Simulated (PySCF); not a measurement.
A GIAO shielding run with PySCF (density fitting, non-relativistic, gas phase) on `CO[Si-2](OC)(OC)(OC)(OC)OC`, [C₆H₁₈O₆Si]2-:

```
$ OMP_NUM_THREADS=1 python probes_run.py task.json out

{"job": {"kind": "nmr", "xc": "PBE0", "basis": "pcSseg-1"}, "charge": -2, "multiplicity": 1}
Si    -0.003641    -0.005162    -0.001812
O      0.213866     0.152623     1.782508
C      0.974434     1.122122     2.351392
H      2.041661     1.094196     2.026909
H      0.977237     1.021102     3.469338
H      0.623080     2.156823     2.125132
O     -0.220350    -0.165355    -1.786544
C     -0.995862    -1.123575    -2.354575
H     -0.694947    -2.160958    -2.076734
H     -0.947358    -1.062843    -3.474434
H     -2.074929    -1.044018    -2.079042
O      1.787368     0.099922    -0.201744
C      2.378218     0.808259    -1.197643
H      2.024744     0.520131    -2.214866
H      3.490519     0.657432    -1.187594
H      2.207920     1.909879    -1.124272
O     -1.793564    -0.112600     0.195291
C     -2.386773    -0.796212     1.206736
H     -2.146871    -1.886487     1.204951
H     -3.504225    -0.714699     1.140272
H     -2.098681    -0.431388     2.220700
O     -0.098822     1.788025    -0.179262
C     -1.081463     2.411109    -0.877709
H     -1.104543     2.130276    -1.958055
H     -0.951253     3.525362    -0.840197
H     -2.106768     2.196077    -0.494252
O      0.093242    -1.798952     0.176650
C      1.078815    -2.420997     0.871627
H      2.102931    -2.195270     0.491382
H      0.956355    -3.535959     0.824647
H      1.098239    -2.149563     1.954680
```

Hardware: 1 thread of an Arm Neoverse V2, shared host. The job also computes population analyses, field gradients.

Q: How large is the calculation?

A: 118 electrons, 318 basis functions and 1673 auxiliary functions.

Q: How long does it take, and how much memory does it need?

A: 2.2 min of wall time, with 13 SCF cycles and 4 response iterations; peak memory 1.8 GiB. Times on a shared host scatter by some tens of per cent.

Q: And these other runs on the same molecule and hardware: GIAO shielding at KT2/pcSseg-1?

A: KT2/pcSseg-1: 318 functions, 2.3 min.
